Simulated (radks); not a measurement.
The iodine ion I2+ inside a hard spherical wall (all orbitals vanish at R), configuration held at [Kr] 4d10 5s2 5p3 and not refilled when levels cross. Method: scalar-relativistic Kohn-Sham, LDA (Slater exchange, VWN5 correlation), spin-polarised, spherical densities, finite nucleus; open shells are filled with parallel spins first (spin-orbit coupling, left out, can overturn this in heavy ions); Fermi nuclear charge, rms radius 4.75 fm; computed with a radial shooting solver on a logarithmic mesh with Libxc functionals. Eigenvalues in eV for spin up, with the zero of energy where the potential of the charges vanishes at infinity; a dash marks a level that is unbound or too diffuse for the functional's potential to be trusted. A positive occupied level is held by the wall or, in an anion where self-interaction has pushed it up, behind a barrier. The pressure on the wall is -dE/dV.

R (bohr)  E (hartree)  kinetic (hartree)    e(4p)    e(4d)    e(5s)    e(5p)  e(5d, empty)  e(6s, empty)  pressure (GPa)
free      -7109.30721           7459.989  -147.77  -70.756  -37.143  -25.563       -11.690       -11.194               0
20        -7109.30721           7459.989  -147.77  -70.756  -37.143  -25.563       -11.690       -11.194        < 0.0001
12        -7109.30721           7459.989  -147.77  -70.756  -37.143  -25.563       -11.690       -11.193        < 0.0001
8         -7109.30718           7459.989  -147.76  -70.754  -37.142  -25.561       -11.653       -10.993         0.00191
7         -7109.30697           7459.992  -147.75  -70.744  -37.134  -25.553       -11.549       -10.557          0.0255
6         -7109.30496           7460.016  -147.68  -70.673  -37.080  -25.490       -11.174        -9.251           0.326
5         -7109.28719           7460.182  -147.25  -70.257  -36.764  -25.093        -9.854        -5.311            3.99
4         -7109.14572           7461.157  -145.29  -68.359  -35.174  -22.970        -5.164         7.129            48.3
3.5       -7108.85990           7462.748  -142.75  -65.929  -32.744  -19.689         0.793        21.938             174
2.5       -7105.71459           7476.347  -128.92  -52.692  -12.708    5.934        38.770        109.25            2960
2         -7097.77430           7506.608  -109.00  -32.507   29.801   56.286        101.78        245.01           16900
